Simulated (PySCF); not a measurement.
**Working out the ionisation energy of Sb²⁺**

Sb²⁺ [Kr] 4d10 5s2 5p1 (2P) → Sb³⁺ [Kr] 4d10 5s2 (1S). Calculation: PySCF 2.14, in x2c-SVPall; the spin-free X2C one-electron Hamiltonian (Gaussian nucleus). Frozen: [Kr] 4d10. Energies in hartree (1 hartree = 27.21139 eV):

| part | Sb²⁺ (lower) | Sb³⁺ (upper) |
| --- | --- | --- |
| UHF | -6476.351565 | -6475.465784 |
| CCSD correlation | -0.039321 | -0.033415 |
| (T) | -0.000277 | 0.000000 |

**Question.** What does Hartree-Fock give?

**Answer.** (-6475.465784) − (-6476.351565) = 0.885781 hartree = 24.103 eV.

**Question.** What do CCSD and CCSD(T) give?

**Answer.** The CCSD correlation energies differ by 0.005906 hartree = 0.161 eV and the triples by 0.000277 hartree = 0.008 eV, so CCSD gives 24.264 eV and CCSD(T) 24.272 eV.

Reference: 25.323 eV (measured; NIST Atomic Spectra Database, ionization energies), between the lowest levels; spin-orbit coupling is absent from the calculation.

A double-zeta basis recovers only part of the correlation energy.

What remains against the reference includes basis incompleteness, the frozen core and higher excitations.
